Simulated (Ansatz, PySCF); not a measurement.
Si(F)3(GeH3) (F3GeH3Si), SMILES [Si](F)(F)(F)[GeH3].

Coordinates come from a ωB97X-D3(BJ)/def2-SVP optimisation. This is a generated structure with no PubChem entry under its InChIKey; it may be hypothetical.

Vertical ionisation energy (IE) and electron affinity (EA) in eV. Rows of orbital energies are one-electron estimates. Where ΔSCF, EOM or ADC give a negative EA the extra electron is unbound and the value depends on the basis.

| level | IE | EA |
|---|---|---|
| −ε(HOMO), −ε(LUMO), B3LYP/def2-TZVP (PySCF) | 9.20 | 0.36 |
| −ε(HOMO), −ε(LUMO), PBE/def2-TZVP (PySCF) | 8.09 | 0.99 |
| ΔSCF, PBE0/def2-SVPD (Ansatz), final states of multiplicity 2 and 2 | 11.70 | -0.91 |
| ΔSCF, PBE/def2-SVPD (Ansatz), final states of multiplicity 2 and 2 | 11.32 | -0.73 |

Task: What vertical singlet–triplet gap does ΔSCF give with PBE0/def2-SVPD (Ansatz, a first-principles code) and with PBE/def2-SVPD (Ansatz)? (Estimate from the structure and the level; the computed values follow.)

Result: 6.94 and 6.66 eV (triplet above singlet where positive).
